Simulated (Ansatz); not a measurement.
Species: CH6Si2, SMILES `C1[SiH2][SiH2]1` (charge 0, multiplicity 1).

**Question.** Give a relaxed geometry from B3LYP-D3(BJ)/def2-TZVP (Ansatz, a first-principles code).

**Answer.** the end point of this relaxation (outside a Z-matrix the atoms follow the SMILES, hydrogens last).
Z-matrix (Å, degrees):
```
C
H 1 1.0867
H 1 1.0867 2 111.09
Si 1 1.9026 2 117.12 3 138.27
H 4 1.4771 1 116.25 2 0.38
H 4 1.4771 5 112.83 1 137.96
Si 1 1.9026 2 117.12 3 -138.27
H 7 1.4771 1 116.25 2 -0.38
H 7 1.4771 8 112.83 1 -137.96
```
